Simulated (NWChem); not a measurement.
Species: AlSiH$_{4}$O$_{3}$Cl; SMILES [OH][Al]([OH])[O][SiH2]Cl

```xyz
10

Si    -0.2966    -1.4686    -0.8871
Cl     0.2639    -2.4956     0.8247
O      0.0298     0.1184    -0.6971
Al     0.0158     1.6562     0.0242
O     -1.4406     2.2324     0.6586
O      1.4076     2.6149     0.0830
H     -1.7509    -1.7058    -1.0854
H      0.5006    -2.0187    -2.0144
H     -1.5338     3.0906     1.0746
H      2.2717     2.3650    -0.2461
```
Atoms are numbered in this order, from 1.

Program: NWChem. Medium grid unless said otherwise, to which SCAN and Minnesota functionals are sensitive. The geometry was optimised at PBE0/def2-SVP. Hybrids' shares of exact exchange are those that their runs print; pure functionals count as 0. The functionals differ in more than this share.

```csv
row,share of exact exchange,orbital gap (eV)
PBE/def2-SVP,0.00,5.73
M06-L/def2-SVP,0.00,6.88
B3LYP/def2-SVP,0.20,7.46
r2SCAN0/def2-SVP,0.25,8.63
M06-2X/def2-SVP,0.54,withheld
```

Question: Fit a straight line of the last column on the one before it, predict the withheld value, and compare with the run.

Answer: 
1. Means of the 4 shown rows: x = 0.113, y = 7.175. Slope Σ(x − x̄)(y − ȳ)/Σ(x − x̄)² = 0.4208/0.05188 = 8.111; intercept 6.263.
2. The shown rows scatter about the line by 0.490 (root mean square); the largest residual is +0.62, at M06-L/def2-SVP.
3. At x = 0.54 (M06-2X/def2-SVP; beyond the shown range) the line gives 10.64.
4. The run gives 10.03, -0.61 from the line, 1.2 times the scatter.
